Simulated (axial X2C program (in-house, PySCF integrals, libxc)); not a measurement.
**Outer orbitals of RhBr at 2.395 Å, PBE0**

Computed with an axial X2C code built on PySCF integrals. Spin-free means the one-electron spin-free X2C Hamiltonian; two-component (2c) means X2C with spin–orbit coupling and atomic mean-field two-electron Coulomb and Gaunt terms, so the difference of the two also holds small scalar two-electron terms. Basis: Rh dyall-cv3z [12s12p8d5f3g], Br dyall-cv3z [8s9p6d4f1g] (cores contracted in-house); Gaussian nuclei, density fitting, unrestricted open shells. Masses: Rh 102.906 u, Br 78.918 u.

The distance is close to the 2c PBE0 minimum; the highest filled and lowest empty levels are listed.

Spin-free orbitals, state M_S = 1, Λ = 2 (beyond evenly filled blocks: σα, δ+α, δ+β, δ-α) (Löwdin shares):

```csv
symmetry,occupied,ε (eV),atomic character
σα,yes,-20.73,"79% Br s, 7% Rh p, 7% Rh d"
σβ,yes,-20.71,"79% Br s, 7% Rh p, 7% Rh d"
σα,yes,-10.03,"58% Rh d, 36% Br p, 2% Br s"
σβ,yes,-9.04,"70% Br p, 17% Rh d, 7% Rh s"
π-α,yes,-8.93,"74% Rh d, 24% Br p"
π+α,yes,-8.93,"74% Rh d, 24% Br p"
δ-α,yes,-8.85,100% Rh d
δ+α,yes,-8.85,100% Rh d
π+β,yes,-8.52,"60% Rh d, 38% Br p"
π-β,yes,-8.43,"56% Rh d, 41% Br p"
σα,yes,-7.48,"40% Br p, 33% Rh d, 25% Rh s"
δ+β,yes,-7.28,100% Rh d
π-α,yes,-6.88,"65% Br p, 28% Rh d, 4% Rh p"
π+α,yes,-6.88,"65% Br p, 28% Rh d, 4% Rh p"
π+β,yes,-6.63,"53% Br p, 41% Rh d, 4% Rh p"
π-β,yes,-6.56,"49% Br p, 45% Rh d, 3% Rh p"
δ-β,no,-3.43,100% Rh d
σβ,no,-3.31,"56% Rh d, 38% Rh s, 6% Br p"
σα,no,-2.89,"58% Rh s, 26% Rh p, 10% Br p"
σβ,no,-2.37,"38% Rh s, 30% Rh p, 19% Rh d"
```

Spinors with spin–orbit coupling (state Ω = 3):

```
   ω  occupied  ε (eV)              atomic character    λ mixture
 1/2       yes  -20.73    79% Br s, 7% Rh p, 7% Rh d       100% σ
-1/2       yes  -20.72    79% Br s, 7% Rh p, 7% Rh d       100% σ
 1/2       yes  -10.04   58% Rh d, 37% Br p, 2% Br s       100% σ
-1/2       yes   -9.07   63% Br p, 26% Rh d, 6% Rh s  91% σ, 9% π
-1/2       yes   -9.03            64% Rh d, 33% Br p  92% π, 8% σ
-3/2       yes   -9.02                      99% Rh d  97% δ, 3% π
 3/2       yes   -8.85            76% Rh d, 23% Br p  99% π, 1% δ
 5/2       yes   -8.69                     100% Rh d       100% δ
 1/2       yes   -8.65            58% Rh d, 40% Br p  98% π, 2% σ
-3/2       yes   -8.32            59% Rh d, 39% Br p  98% π, 2% δ
 1/2       yes   -7.45  39% Br p, 34% Rh d, 24% Rh s  98% σ, 2% π
 3/2       yes   -7.44             97% Rh d, 2% Br p  97% δ, 3% π
-1/2       yes   -7.00   64% Br p, 28% Rh d, 4% Rh p  98% π, 2% σ
 1/2       yes   -6.76   51% Br p, 43% Rh d, 3% Rh p  99% π, 1% σ
 3/2       yes   -6.72   64% Br p, 28% Rh d, 4% Rh p  98% π, 2% δ
-3/2       yes   -6.43   51% Br p, 43% Rh d, 4% Rh p       100% π
-1/2        no   -3.30   56% Rh d, 38% Rh s, 5% Br p  99% σ, 1% π
-5/2        no   -3.30                     100% Rh d       100% δ
 1/2        no   -2.89  57% Rh s, 26% Rh p, 10% Br p       100% σ
-1/2        no   -2.37  38% Rh s, 30% Rh p, 19% Rh d       100% σ
```

Mulliken charges and populations of the two-component result (they depend on the basis, above all on diffuse functions):

Rh 0.33 e (s 8.37 p 18.18 d 18.09 f 0.03), Br -0.33 e (s 7.95 p 17.34 d 10.03). ⟨Lz⟩ = 2.01 ħ and ⟨Sz⟩ = 0.99 ħ (0.97 and 0.02 on the two atoms), which add up to Ω.

The state is one determinant whose occupation by symmetry is held fixed; it was picked as the lowest of a PBE0 search that is not exhaustive. Density functionals use the spin component along the axis (collinear). Other states lie close and PBE0, whose exact exchange favours high spin, may order them wrongly; the determinant shown need not be the ground state. The nearest other spin-free determinant of the search, M_S = 1, Λ = 1, lies 0.21 eV up at the distance of the search. Without a current term, density functionals place determinants with orbital angular momentum somewhat too high. With several unpaired electrons one determinant need not be a pure state.
